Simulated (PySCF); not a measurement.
Molfile (atoms numbered from 1):
```
C4H2F2O2
     RDKit          3D

 10 10  0  0  0  0  0  0  0  0999 V2000
    1.7336   -1.5891   -1.0255 O   0  0  0  0  0  0  0  0  0  0  0  0
    1.3968   -0.4752   -0.7775 C   0  0  0  0  0  0  0  0  0  0  0  0
    1.5317    0.9466   -0.8174 C   0  0  0  0  0  0  0  0  0  0  0  0
    0.4674    0.4340   -0.1598 C   0  0  0  0  0  0  0  0  0  0  0  0
   -0.6193    0.7558    0.5381 O   0  0  0  0  0  0  0  0  0  0  0  0
   -1.3965   -0.2827    1.0000 C   0  0  0  0  0  0  0  0  0  0  0  0
   -1.4735   -0.2110    2.3364 F   0  0  0  0  0  0  0  0  0  0  0  0
   -2.6441   -0.1343    0.5339 F   0  0  0  0  0  0  0  0  0  0  0  0
    2.0336    1.8423   -1.1071 H   0  0  0  0  0  0  0  0  0  0  0  0
   -1.0207   -1.2817    0.7138 H   0  0  0  0  0  0  0  0  0  0  0  0
  1  2  2  0
  2  3  1  0
  3  4  2  0
  4  5  1  0
  5  6  1  0
  6  7  1  0
  6  8  1  0
  4  2  1  0
  3  9  1  0
  6 10  1  0
M  END
```

Method: couplings computed with B3LYP/pcJ-1 (spin–dipole term only in couplings to heteroatoms), GFN2-xTB structure, σ from GIAO-PBE0/pcSseg-1, in PySCF (no relativistic terms, one conformer, gas phase, rapidly exchanging positions averaged).

Problem. List the cross peaks expected in HSQC, COSY and HMBC spectra.

Solution. 

HSQC (one-bond C–H):
```
        δH          δC  ¹J(C,H) (Hz)
7.14 (H10)  127.5 (C6)           226
 6.62 (H9)  125.4 (C3)           220
```

HMBC (two and three bonds, |J| ≥ 2.5 Hz):
```
        δH  δC [abs. J in Hz]
7.14 (H10)   170.3 (C4) [4.3]
 6.62 (H9)   170.3 (C4) [7.7]
```

No COSY cross peaks are expected.

Referencing at the same level of theory: ¹H (σref 31.72) and ¹³C (σref 186.93) against TMS.

Common functionals overestimate the size of one-bond C–F couplings by tens of Hz; these are unscaled. Shifts are as computed. Against solution values, carbons near 30 ppm lie about +3 ppm off and those near 130 ppm about +5 ppm. Of 1211 compounds with measured shifts, 218 miss one by over three times the rms of a fit or turn the order of signals round; such compounds aren't used in these exercises.
